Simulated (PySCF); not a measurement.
A series of related molecules.

All values: B3LYP/def2-SVPD (PySCF) at GFN2-xTB geometries, gas phase, one conformer each. Core orbitals are frozen in the response; Δα² is half the sum of the squared differences of the principal polarisabilities.

Task: Rank by dipole moment, lowest first.
A. `[CH3:1][Si@H:2]([OH:3])[SiH2:4][SH:5]` with C1–Si2–O3–H 54°, C1–Si2–Si4–S5 -61°, Si2–Si4–S5–H 54°
B. `[O:1]=[CH:2][O:3][CH2:4][Si@H:5]([OH:6])[SiH2:7][SH:8]` with O1–C2–O3–C4 -2°, C2–O3–C4–Si5 42°, O3–C4–Si5–O6 -95°, C4–Si5–O6–H 62°, C4–Si5–Si7–S8 -49°
C. `[OH:1][Si@@H:2]([CH2:3][O:4][SiH3:5])[SiH2:6][SH:7]` with H–O1–Si2–C3 45°, O1–Si2–C3–O4 -53°, Si2–C3–O4–Si5 -175°, O1–Si2–Si6–S7 -57°, Si2–Si6–S7–H 40°
D. `[O:1]=[C:2]([OH:3])[CH2:4][Si@H:5]([OH:6])[SiH2:7][SH:8]` with O1–C2–O3–H 1°, O1–C2–C4–Si5 63°, C2–C4–Si5–O6 -51°, C4–Si5–O6–H 29°, C4–Si5–Si7–S8 -80°
E. `[OH:1][CH2:2][CH2:3][Si@@H:4]([OH:5])[SiH2:6][SH:7]` with H–O1–C2–C3 60°, O1–C2–C3–Si4 60°, C2–C3–Si4–O5 -19°, C3–Si4–O5–H -12°, C3–Si4–Si6–S7 173°

Result: D (1.44 D), B (1.67 D), C (2.33 D), A (3.14 D), E (4.24 D).

All values together:

| SMILES | change | formula | μ (D) | HOMO (eV) | LUMO (eV) | α (Å³) | Δα (Å³) | electrons | α per electron (Å³) |
| --- | --- | --- | --- | --- | --- | --- | --- | --- | --- |
| C[Si@H](O)[SiH2]S | parent | CH8OSSi2 | 3.14 | -6.81 | -0.83 | 13.92 | 3.50 | 66 | 0.211 |
| O=C(O)C[Si@H](O)[SiH2]S | H on C replaced by COOH | C2H8O3SSi2 | 1.44 | -7.08 | -1.22 | 16.60 | 6.35 | 88 | 0.189 |
| OCC[Si@@H](O)[SiH2]S | H on C replaced by CH2OH | C2H10O2SSi2 | 4.24 | -6.74 | -0.69 | 16.40 | 5.97 | 82 | 0.200 |
| C=CC[Si@@H](O)[SiH2]S | H on C replaced by vinyl | C3H10OSSi2 | 1.70 | -6.93 | -0.95 | 17.72 | 7.53 | 80 | 0.221 |
| O=COC[Si@H](O)[SiH2]S | H on C replaced by OCHO | C2H8O3SSi2 | 1.67 | -6.95 | -0.91 | 16.37 | 5.72 | 88 | 0.186 |
| O[Si@@H](CO[SiH3])[SiH2]S | H on C replaced by OSiH3 | CH10O2SSi3 | 2.33 | -6.93 | -0.93 | 18.38 | 5.72 | 90 | 0.204 |

Conformers: `[CH3:1][Si@H:2]([OH:3])[SiH2:4][SH:5]` with C1–Si2–O3–H 54°, C1–Si2–Si4–S5 -61°, Si2–Si4–S5–H 54°; `[O:1]=[C:2]([OH:3])[CH2:4][Si@H:5]([OH:6])[SiH2:7][SH:8]` with O1–C2–O3–H 1°, O1–C2–C4–Si5 63°, C2–C4–Si5–O6 -51°, C4–Si5–O6–H 29°, C4–Si5–Si7–S8 -80°; `[OH:1][CH2:2][CH2:3][Si@@H:4]([OH:5])[SiH2:6][SH:7]` with H–O1–C2–C3 60°, O1–C2–C3–Si4 60°, C2–C3–Si4–O5 -19°, C3–Si4–O5–H -12°, C3–Si4–Si6–S7 173°; `[CH2:1]=[CH:2][CH2:3][Si@@H:4]([OH:5])[SiH2:6][SH:7]` with C1–C2–C3–Si4 -96°, C2–C3–Si4–O5 60°, C3–Si4–O5–H -47°, C3–Si4–Si6–S7 59°, Si4–Si6–S7–H 176°; `[O:1]=[CH:2][O:3][CH2:4][Si@H:5]([OH:6])[SiH2:7][SH:8]` with O1–C2–O3–C4 -2°, C2–O3–C4–Si5 42°, O3–C4–Si5–O6 -95°, C4–Si5–O6–H 62°, C4–Si5–Si7–S8 -49°; `[OH:1][Si@@H:2]([CH2:3][O:4][SiH3:5])[SiH2:6][SH:7]` with H–O1–Si2–C3 45°, O1–Si2–C3–O4 -53°, Si2–C3–O4–Si5 -175°, O1–Si2–Si6–S7 -57°, Si2–Si6–S7–H 40°.

Task: Give the shifts from the parent, `C[Si@H](O)[SiH2]S`.

Result: 
```json
{"SMILES": "O=C(O)C[Si@H](O)[SiH2]S", "change in μ (D)": "-1.70", "change in HOMO (eV)": "-0.27", "change in LUMO (eV)": "-0.39", "change in mean α (Å³)": "+2.68"}
{"SMILES": "OCC[Si@@H](O)[SiH2]S", "change in μ (D)": "+1.10", "change in HOMO (eV)": "+0.07", "change in LUMO (eV)": "+0.14", "change in mean α (Å³)": "+2.48"}
{"SMILES": "C=CC[Si@@H](O)[SiH2]S", "change in μ (D)": "-1.44", "change in HOMO (eV)": "-0.12", "change in LUMO (eV)": "-0.12", "change in mean α (Å³)": "+3.80"}
{"SMILES": "O=COC[Si@H](O)[SiH2]S", "change in μ (D)": "-1.47", "change in HOMO (eV)": "-0.14", "change in LUMO (eV)": "-0.08", "change in mean α (Å³)": "+2.45"}
{"SMILES": "O[Si@@H](CO[SiH3])[SiH2]S", "change in μ (D)": "-0.81", "change in HOMO (eV)": "-0.12", "change in LUMO (eV)": "-0.10", "change in mean α (Å³)": "+4.46"}
```

Task: How closely does the mean polarisability follow the number of electrons in this set?

Result: The correlation coefficient is 0.79; α per electron runs from 0.186 to 0.221 Å³.
